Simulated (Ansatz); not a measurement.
`BB(Cl)OC`, charge 0, multiplicity 1.

Q: Give a relaxed structure at PBE0-D4/def2-TZVP (the Gaussian-basis code of Ansatz). (Estimate.)

A: Ansatz gave: 
Cartesian coordinates in Å:
```
B -0.978 -1.381 -0.130
B 0.301 -0.667 0.676
Cl 0.913 -1.792 1.918
O 0.915 0.515 0.575
C 0.510 1.482 -0.376
H -0.800 -2.088 -1.080
H -2.100 -1.296 0.279
H 1.353 1.704 -1.031
H -0.332 1.131 -0.980
H 0.218 2.392 0.150
```
Point group Cs.
This is one stationary point; other conformers may exist.
